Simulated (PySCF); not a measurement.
**An isoelectronic set: 37 electrons**

PBE in PySCF with def2-SVPD on every atom, for the lowest determinant that a PBE0 search found; no spin–orbit coupling. All have 37 electrons, 7 of them in the valence shells, and the same state, a quartet (σ ↑, π ↑↑). For ions De leads to the atom and ion picked by measured ionisation energies and electron affinities.

| species | difference of nuclear charges | Re (Å) | ωe (cm⁻¹) | k (mdyn/Å) | De (eV) | dissociates to |
| --- | --- | --- | --- | --- | --- | --- |
| ZnC⁻ | 24 | 2.016 | 454 | 1.22 | n/a | Zn + C⁻ |
| ZnN | 23 | 2.003 | 410 | 1.14 | 0.96 | Zn + N |
| GaC | 25 | 2.011 | 532 | 1.70 | 3.61 | Ga + C |
| GeC⁺ | 26 | 1.942 | 652 | 2.59 | 3.71 | Ge⁺ + C |

**Question.** Which member of the whole set has the stiffest bond, and how does it compare with the softest?

**Answer.** GeC⁺ with k = 2.59 mdyn/Å, 2.3 times that of ZnN.

Spin–orbit coupling is left out. For an ion De counts to the pair picked by the measured ionisation energies or electron affinities, which need not be the lowest pair at this level. The highest Kohn–Sham level is positive in this anion. Much of that is self-interaction error, but it also means that the finite basis helps to hold the extra electron. States were picked by a PBE0 search and need not be the measured ground states.
